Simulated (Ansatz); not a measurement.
# Reading a saddle point

A first-order saddle point of Si4NH13, closed shell, PBE0-D4/def2-TZVP, with one imaginary mode of 132i cm⁻¹:

```json
{"atom": "Si1", "x (Å)": "-0.1436", "y (Å)": "1.2485", "z (Å)": "-0.0572"}
{"atom": "Si2", "x (Å)": "0.4934", "y (Å)": "-1.9968", "z (Å)": "0.2385"}
{"atom": "Si3", "x (Å)": "-0.2672", "y (Å)": "0.4561", "z (Å)": "-2.2457"}
{"atom": "Si4", "x (Å)": "-1.6404", "y (Å)": "0.3625", "z (Å)": "1.4861"}
{"atom": "H5", "x (Å)": "-0.1139", "y (Å)": "2.7509", "z (Å)": "-0.0187"}
{"atom": "H6", "x (Å)": "1.5255", "y (Å)": "-0.1027", "z (Å)": "0.5676"}
{"atom": "N7", "x (Å)": "1.6004", "y (Å)": "0.9934", "z (Å)": "0.5828"}
{"atom": "H8", "x (Å)": "1.7227", "y (Å)": "-2.8049", "z (Å)": "-0.0958"}
{"atom": "H9", "x (Å)": "-0.4992", "y (Å)": "-2.4873", "z (Å)": "-0.7767"}
{"atom": "H10", "x (Å)": "0.0103", "y (Å)": "-2.6351", "z (Å)": "1.5131"}
{"atom": "H11", "x (Å)": "-0.5929", "y (Å)": "1.5942", "z (Å)": "-3.1562"}
{"atom": "H12", "x (Å)": "1.0475", "y (Å)": "-0.0936", "z (Å)": "-2.6711"}
{"atom": "H13", "x (Å)": "-1.3342", "y (Å)": "-0.5643", "z (Å)": "-2.3491"}
{"atom": "H14", "x (Å)": "-0.9280", "y (Å)": "0.1092", "z (Å)": "2.7671"}
{"atom": "H15", "x (Å)": "-2.7144", "y (Å)": "1.3637", "z (Å)": "1.7641"}
{"atom": "H16", "x (Å)": "-2.2610", "y (Å)": "-0.8748", "z (Å)": "0.9584"}
{"atom": "H17", "x (Å)": "2.3361", "y (Å)": "1.3345", "z (Å)": "-0.0308"}
{"atom": "H18", "x (Å)": "1.7590", "y (Å)": "1.3467", "z (Å)": "1.5233"}
```

Computed with Ansatz 0.2.0 (basis: def2-TZVPP and def2-QZVPP); correlated methods freeze the cores. Extrapolation: Hartree–Fock as exp(−7.88 √X), correlation as X^−2.97.

**Question.** Which contacts change along the imaginary mode, and what lies on either side? (Judge from chemistry; the calculation decides.)

**Answer.** Computed: The step is Si₄H₁₀ ([SiH3][SiH]([SiH3])[SiH3]) + NH₃ → Si₃NH₉ ([NH2][SiH]([SiH3])[SiH3]) + SiH₄, with the molecules in contact on both sides. Shortening one way: Si1–N7, Si2–H6; lengthening the same way: Si1–Si2, H6–N7.
```
   pair  one side (Å)  saddle (Å)  other side (Å)
 Si1–N7          3.30        1.88            1.73
 Si2–H6          3.35        2.18            1.48
Si1–Si2          2.34        3.32            4.72
  H6–N7          1.01        1.10            3.05
```

**Question.** Which side is lower, and how far does the saddle lie above each? (An estimate is asked for; the value comes from the calculation.)

**Answer.** By the calculation: The side with Si1–N7, Si2–H6 short is lower by 0.091 eV; the saddle lies 1.887 eV above it and 1.796 eV above the other (CCSD(T) at an estimated basis limit (MP2 extrapolated from triple and quadruple zeta, plus CCSD(T) − MP2 in triple zeta); electronic energies).

No T1 diagnostic of these runs exceeds 0.015.

Labels in which every atom is bracketed show which atoms are joined, not bond orders.

For scale, one of the runs: CCSD(T)/def2-TZVPP, 381 basis functions, launched by `ansatz run in.yaml --threads 2 --pin off --events-out ev --progress --plain --max-ram 32768MiB --backend cuda --devices 0, --max-vram 18GiB`. Time: 28 s of wall clock on 2 CPU threads of an AMD EPYC 7R13 and a share of one NVIDIA H100; the host was shared. Peak host memory: 0.95 GiB.
